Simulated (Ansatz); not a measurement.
InCl2, SMILES [Cl][In+][Cl], charge +1.

Geometry optimised at B3LYP-D3(BJ)/def2-TZVP. The spin state was assumed, not searched. The isomer is the one that the SMILES or the coordinates give; other isomers of the formula were not compared. The def2 effective core potentials stand for the cores of In; spin–orbit coupling is left out.

Two levels are set side by side: PBE/def2-TZVPD (Ansatz, a quantum-chemistry and plane-wave program) and CAM-B3LYP/def2-TZVPD (Ansatz). Energy differences of separate SCF runs at the same geometry; the states with an electron removed or added have multiplicity 2 and 2. Differences are taken from unrounded values.

```csv
quantity,PBE
vertical ionisation energy (eV),16.94
vertical electron affinity (eV),7.27
vertical singlet–triplet gap (eV),3.57
```

**Question.** These are the PBE values. What does CAM-B3LYP give? (An estimate is asked for; the answer gives what the named calculation found.)

**Answer.** 
| quantity | CAM-B3LYP | PBE minus CAM-B3LYP |
|---|---|---|
| vertical ionisation energy (eV) | 17.69 | -0.75 |
| vertical electron affinity (eV) | 7.36 | -0.09 |
| vertical singlet–triplet gap (eV) | 4.23 | -0.66 |
